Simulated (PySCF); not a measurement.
CH4NO, charge +1, singlet, geometry from GFN2-xTB; PySCF with B3LYP/3-21G, optimisation and frequencies.

Here is a job for PySCF.
```python
from pyscf import gto, scf, dft
from pyscf.geomopt import geometric_solver
from pyscf.hessian import thermo

mol = gto.M(
    atom='''
N     1.100158    0.215940    0.045907
C    -0.019442   -0.428535   -0.015169
O    -1.180467    0.071633   -0.039004
H     1.148099    1.232610    0.081958
H     1.990278   -0.271016    0.060682
H    -0.003281   -1.520447   -0.051514
H    -1.275816    1.045417   -0.009431
''',
    basis='3-21g',
    charge=1,
    spin=0,
    verbose=3,
)

def method(m):
    mf = dft.RKS(m)
    mf.xc = 'b3lyp'
    return mf

conv, mol_eq = geometric_solver.kernel(method(mol), maxsteps=100, convergence_set='GAU_TIGHT')
print('optimisation converged:', conv)
print(mol_eq.tostring(format='xyz'))
mf = method(mol_eq)
mf.kernel()
hess = mf.Hessian().kernel()
freq = thermo.harmonic_analysis(mf.mol, hess)
print('frequencies / cm-1', freq['freq_wavenumber'].round(1))
th = thermo.thermo(mf, freq['freq_au'], 298.15, 101325)
thermo.dump_thermo(mf.mol, th)
```

Question: Predict the main parts of the log of this PySCF run.

Answer: 
```
Custom engine selected.
Bonds will be generated from interatomic distances less than 1.20 times sum of covalent radii
21 internal coordinates being used (instead of 21 Cartesians)
Internal coordinate system (atoms numbered from 1):
Distance 1-2
Distance 1-4
Distance 1-5
Distance 2-3
Distance 2-6
Distance 3-7
Angle 2-1-5
Angle 4-1-5
Angle 1-2-6
Angle 3-2-6
Angle 2-3-7
Out-of-Plane 1-2-4-5
Out-of-Plane 2-1-3-6
Dihedral 4-1-2-3
Dihedral 4-1-2-6
Dihedral 5-1-2-3
Dihedral 5-1-2-6
Dihedral 1-2-3-7
Dihedral 6-2-3-7
Translation-X 1-7
Translation-Y 1-7
Translation-Z 1-7
Rotation-A 1-7
Rotation-B 1-7
Rotation-C 1-7
<class 'geometric.internal.Distance'> : 6
<class 'geometric.internal.Angle'> : 5
<class 'geometric.internal.OutOfPlane'> : 2
<class 'geometric.internal.Dihedral'> : 6
<class 'geometric.internal.TranslationX'> : 1
<class 'geometric.internal.TranslationY'> : 1
<class 'geometric.internal.TranslationZ'> : 1
<class 'geometric.internal.RotationA'> : 1
<class 'geometric.internal.RotationB'> : 1
<class 'geometric.internal.RotationC'> : 1
> ===== Optimization Info: ====
> Job type: Energy minimization
> Maximum number of optimization cycles: 100
> Initial / maximum trust radius (Angstrom): 0.100 / 0.300
> Convergence Criteria:
> Will converge when all 5 criteria are reached:
>  |Delta-E| < 1.00e-06
>  RMS-Grad  < 1.00e-05
>  Max-Grad  < 1.50e-05
>  RMS-Disp  < 4.00e-05
>  Max-Disp  < 6.00e-05
> === End Optimization Info ===

Geometry optimization cycle 1
Cartesian coordinates (Angstrom)
 Atom        New coordinates             dX        dY        dZ
   N   1.100158   0.215940   0.045907    0.000000  0.000000  0.000000
   C  -0.019442  -0.428535  -0.015169    0.000000  0.000000  0.000000
   O  -1.180467   0.071633  -0.039004    0.000000  0.000000  0.000000
   H   1.148099   1.232610   0.081958    0.000000  0.000000  0.000000
   H   1.990278  -0.271016   0.060682   -0.000000  0.000000  0.000000
   H  -0.003281  -1.520447  -0.051514    0.000000  0.000000  0.000000
   H  -1.275816   1.045417  -0.009431    0.000000  0.000000  0.000000

WARN: Mole.unit (angstrom) is changed to Bohr

converged SCF energy = -169.276847701582
--------------- RKS_Scanner gradients ---------------
         x                y                z
0 N    -0.0083718786    -0.0076470917    -0.0005475741
1 C    -0.0329008113     0.0372366496     0.0001015447
2 O     0.0432057281    -0.0037847565     0.0014141766
3 H    -0.0024036532    -0.0049842674    -0.0002528577
4 H    -0.0054256998     0.0040968227    -0.0000517391
5 H    -0.0007968017    -0.0058405491    -0.0002255056
6 H     0.0067117367    -0.0190627938    -0.0004088748
----------------------------------------------
cycle 1: E = -169.276847702  dE = -169.277  norm(grad) = 0.0707197
Step    0 : Gradient = 2.673e-02/4.969e-02 (rms/max) Energy = -169.2768477016
[...]
Geometry optimization cycle 2
Cartesian coordinates (Angstrom)
 Atom        New coordinates             dX        dY        dZ
   N   1.138489   0.223696   0.047362    0.038331  0.007756  0.001455
   C  -0.011814  -0.394457  -0.014093    0.007628  0.034078  0.001076
   O  -1.234060   0.052121  -0.042203   -0.053593 -0.019512 -0.003199
   H   1.281788   1.237353   0.086646    0.133689  0.004743  0.004688
   H   2.000625  -0.326114   0.059188    0.010347 -0.055098 -0.001494
   H   0.025193  -1.476941  -0.049313    0.028474  0.043506  0.002201
   H  -1.442072   1.028904  -0.016321   -0.166256 -0.016513 -0.006890
converged SCF energy = -169.278659122476
--------------- RKS_Scanner gradients ---------------
         x                y                z
0 N     0.0039812381    -0.0064345577    -0.0000814722
1 C    -0.0093597883     0.0109651257     0.0000466151
2 O     0.0028218014    -0.0048385635    -0.0000733593
3 H     0.0044107668    -0.0002350258     0.0001482406
4 H    -0.0001622690     0.0019206304     0.0000571451
5 H     0.0013325362     0.0007611365     0.0000765168
6 H    -0.0030177546    -0.0021195927    -0.0001715868
----------------------------------------------
cycle 2: E = -169.278659122  dE = -0.00181142  norm(grad) = 0.0183227
Step    1 : Displace = 9.083e-02/1.669e-01 (rms/max) Trust = 1.000e-01 (=) Grad = 6.925e-03/1.442e-02 (rms/max) E (change) = -169.2786591225 (-1.811e-03) Quality = 0.534
[...]
Geometry optimization cycle 3
Cartesian coordinates (Angstrom)
 Atom        New coordinates             dX        dY        dZ
   N   1.102703   0.218380   0.045853   -0.035786 -0.005316 -0.001509
   C  -0.005595  -0.480900  -0.016982    0.006219 -0.086443 -0.002889
   O  -1.196499   0.092897  -0.039833    0.037560  0.040776  0.002370
   H   1.145930   1.244168   0.082014   -0.135858  0.006815 -0.004633
   H   2.007694  -0.268363   0.061412    0.007069  0.057751  0.002224
   H   0.012163  -1.559933  -0.052765   -0.013030 -0.082992 -0.003452
   H  -1.309312   1.096764  -0.009674    0.132761  0.067860  0.006646
converged SCF energy = -169.277546311976
--------------- RKS_Scanner gradients ---------------
         x                y                z
0 N    -0.0078732461     0.0155365527     0.0002600819
1 C     0.0063752577    -0.0415766544    -0.0011778975
2 O     0.0015756659     0.0144790337     0.0005634585
3 H     0.0019844718     0.0036592952     0.0001947789
4 H     0.0017659794    -0.0027493930    -0.0000329890
5 H     0.0025090493     0.0013190762     0.0001369028
6 H    -0.0063068807     0.0093116752     0.0000987231
----------------------------------------------
cycle 3: E = -169.277546312  dE = 0.00111281  norm(grad) = 0.0494886
Step    2 : Displace = 9.499e-02/1.487e-01 (rms/max) Trust = 1.000e-01 (=) Grad = 1.870e-02/4.208e-02 (rms/max) E (change) = -169.2775463120 (+1.113e-03) Quality = -0.509
[...]
Geometry optimization cycle 4
Cartesian coordinates (Angstrom)
 Atom        New coordinates             dX        dY        dZ
   N   1.127080   0.210462   0.046353    0.024377 -0.007918  0.000500
   C  -0.007624  -0.432973  -0.015542   -0.002029  0.047927  0.001440
[...]
Step    4 : Displace = 3.535e-02/7.394e-02 (rms/max) Trust = 6.717e-02 (+) Grad = 3.492e-03/5.473e-03 (rms/max) E (change) = -169.2795932595 (+9.596e-05) Quality = -0.213
converged SCF energy = -169.279899755236
Step    5 : Displace = 1.798e-02/3.640e-02 (rms/max) Trust = 1.767e-02 (-) Grad = 6.594e-04/1.201e-03 (rms/max) E (change) = -169.2798997552 (-3.065e-04) Quality = 1.009
converged SCF energy = -169.279910097251
Step    6 : Displace = 4.020e-03/8.347e-03 (rms/max) Trust = 2.499e-02 (+) Grad = 6.736e-05/1.313e-04 (rms/max) E (change) = -169.2799100973 (-1.034e-05) Quality = 0.961
converged SCF energy = -169.279910142585
Step    7 : Displace = 1.363e-04/2.540e-04 (rms/max) Trust = 3.535e-02 (+) Grad = 2.004e-05/3.441e-05 (rms/max) E (change) = -169.2799101426 (-4.533e-08) Quality = 1.038
converged SCF energy = -169.279910184243
Step    8 : Displace = 1.333e-04/2.581e-04 (rms/max) Trust = 4.999e-02 (+) Grad = 6.653e-05/1.333e-04 (rms/max) E (change) = -169.2799101842 (-4.166e-08) Quality = 0.544
converged SCF energy = -169.279910230171
Step    9 : Displace = 1.959e-04/3.787e-04 (rms/max) Trust = 4.999e-02 (=) Grad = 1.993e-04/3.929e-04 (rms/max) E (change) = -169.2799102302 (-4.593e-08) Quality = 0.237
converged SCF energy = -169.279910362443
Step   10 : Displace = 9.513e-05/1.749e-04 (rms/max) Trust = 9.795e-05 (-) Grad = 2.808e-04/5.526e-04 (rms/max) E (change) = -169.2799103624 (-1.323e-07) Quality = 0.349
converged SCF energy = -169.279910489718
[...]
Step   11 : Displace = 9.524e-05/1.894e-04 (rms/max) Trust = 9.795e-05 (=) Grad = 2.185e-04/4.268e-04 (rms/max) E (change) = -169.2799104897 (-1.273e-07) Quality = 1.207
[...]
Geometry optimization cycle 13
Cartesian coordinates (Angstrom)
 Atom        New coordinates             dX        dY        dZ
   N   1.112112   0.218532   0.040931    0.000016 -0.000030  0.000002
   C  -0.011823  -0.439399  -0.026263   -0.000057  0.000009 -0.000004
   O  -1.223893   0.054234  -0.058683    0.000090  0.000004 -0.000000
   H   1.176296   1.239859   0.077605   -0.000289 -0.000039 -0.000007
   H   2.002437  -0.286350   0.059927    0.000021  0.000009  0.000010
   H   0.008495  -1.521871  -0.061542    0.000008  0.000018 -0.000002
   H  -1.350401   1.046816  -0.030287    0.000211  0.000028  0.000002
converged SCF energy = -169.279910622262
--------------- RKS_Scanner gradients ---------------
         x                y                z
0 N    -0.0001620178    -0.0000482884    -0.0000079155
1 C     0.0002377264    -0.0000516541     0.0000137735
2 O    -0.0000997818     0.0000703945     0.0000067544
3 H     0.0000731261     0.0000245967     0.0000057324
4 H     0.0000370557     0.0000332038     0.0000013392
5 H    -0.0000524619    -0.0000055080     0.0000025179
6 H    -0.0000188836    -0.0000091866     0.0000092008
----------------------------------------------
cycle 13: E = -169.279910622  dE = -1.32544e-07  norm(grad) = 0.000338748
Step   12 : Displace = 1.433e-04/2.901e-04 (rms/max) Trust = 1.385e-04 (+) Grad = 1.278e-04/2.442e-04 (rms/max) E (change) = -169.2799106223 (-1.325e-07) Quality = 1.016
[...]
Geometry optimization cycle 14
Cartesian coordinates (Angstrom)
 Atom        New coordinates             dX        dY        dZ
   N   1.112085   0.218524   0.040930   -0.000028 -0.000008 -0.000001
   C  -0.011931  -0.439396  -0.026338   -0.000107  0.000004 -0.000074
   O  -1.223852   0.054202  -0.058780    0.000041 -0.000032 -0.000097
   H   1.175862   1.239839   0.077623   -0.000434 -0.000019  0.000018
   H   2.002319  -0.286454   0.059997   -0.000117 -0.000104  0.000070
   H   0.008770  -1.521854  -0.061604    0.000275  0.000017 -0.000061
   H  -1.350221   1.046820  -0.030432    0.000180  0.000004 -0.000145
converged SCF energy = -169.279910715643
--------------- RKS_Scanner gradients ---------------
         x                y                z
0 N    -0.0000212674    -0.0000260951    -0.0000029962
1 C     0.0000230056     0.0000163230     0.0000030421
2 O     0.0000031798     0.0000078848     0.0000130712
3 H     0.0000068489     0.0000024751     0.0000030916
4 H     0.0000076941     0.0000083977     0.0000012419
5 H    -0.0000065601     0.0000019834     0.0000050368
6 H     0.0000018263     0.0000025851     0.0000089243
----------------------------------------------
cycle 14: E = -169.279910716  dE = -9.33812e-08  norm(grad) = 5.04597e-05
Step   13 : Displace = 2.090e-04/3.629e-04 (rms/max) Trust = 1.959e-04 (+) Grad = 1.694e-05/3.252e-05 (rms/max) E (change) = -169.2799107156 (-9.338e-08) Quality = 1.099
[...]
Geometry optimization cycle 15
Cartesian coordinates (Angstrom)
 Atom        New coordinates             dX        dY        dZ
   N   1.111832   0.218539   0.040784   -0.000253  0.000014 -0.000146
   C  -0.012063  -0.439597  -0.026724   -0.000133 -0.000202 -0.000387
   O  -1.224063   0.053774  -0.059419   -0.000211 -0.000428 -0.000639
   H   1.175401   1.239862   0.077502   -0.000461  0.000023 -0.000121
   H   2.002124  -0.286327   0.060061   -0.000196  0.000127  0.000064
   H   0.008905  -1.522050  -0.061986    0.000135 -0.000197 -0.000382
   H  -1.350601   1.046373  -0.031163   -0.000380 -0.000447 -0.000731
converged SCF energy = -169.279910742496
--------------- RKS_Scanner gradients ---------------
         x                y                z
0 N     0.0000024052    -0.0000107241    -0.0000027852
1 C     0.0000003791     0.0000085578     0.0000015623
2 O     0.0000031025     0.0000083999     0.0000159249
3 H     0.0000016347     0.0000008876     0.0000032765
4 H     0.0000026342     0.0000019364     0.0000018546
5 H     0.0000004780     0.0000018093     0.0000043271
6 H     0.0000039192     0.0000026673     0.0000073359
----------------------------------------------
cycle 15: E = -169.279910742  dE = -2.68529e-08  norm(grad) = 2.57875e-05
Step   14 : Displace = 3.192e-05/4.801e-05 (rms/max) Trust = 2.770e-04 (+) Grad = 3.692e-06/6.792e-06 (rms/max) E (change) = -169.2799107425 (-2.685e-08) Quality = 6.764
[...]
Converged! =D

optimisation converged: True
7
XYZ from PySCF
N           1.11183162        0.21853855        0.04078401
C          -0.01206346       -0.43959727       -0.02672440
O          -1.22406332        0.05377413       -0.05941908
H           1.17540104        1.23986221        0.07750173
H           2.00212355       -0.28632688        0.06006116
H           0.00890503       -1.52205033       -0.06198554
H          -1.35060119        1.04637258       -0.03116331
converged SCF energy = -169.27991074252
frequencies / cm-1 [ 556.6  613.6  694.8  889.6 1081.9 1107.7 1114.4 1415.4 1423.4 1642.7
 1741.5 3235.  3431.  3447.4 3526.8]
temperature 298.1500 [K]
pressure 101325.00 [Pa]
Rotational constants [GHz] 63.04330 10.39596 8.92432
Symmetry number 1
Zero-point energy (ZPE) 0.05905 [Eh]   155046.412 [J/mol]
                           tot       elec      trans        rot        vib
Entropy [J/mol/K]       253.495      0.000    156.509     90.102      6.884
Cv [J/mol/K]             44.164      0.000     12.472     12.472     19.221
Cp [J/mol/K]             52.479      0.000     20.786     12.472     19.221
Internal energy [J/mol]                      3718.434   3718.434 156626.325
Internal energy [Eh]   -169.21742  -169.27991
Enthalpy [J/mol]                             6197.391   3718.434 156626.325
Enthalpy [Eh]          -169.21648
Gibbs free energy [J/mol]                  -40465.687 -23145.562 154573.821
Gibbs free energy [Eh] -169.24526
```
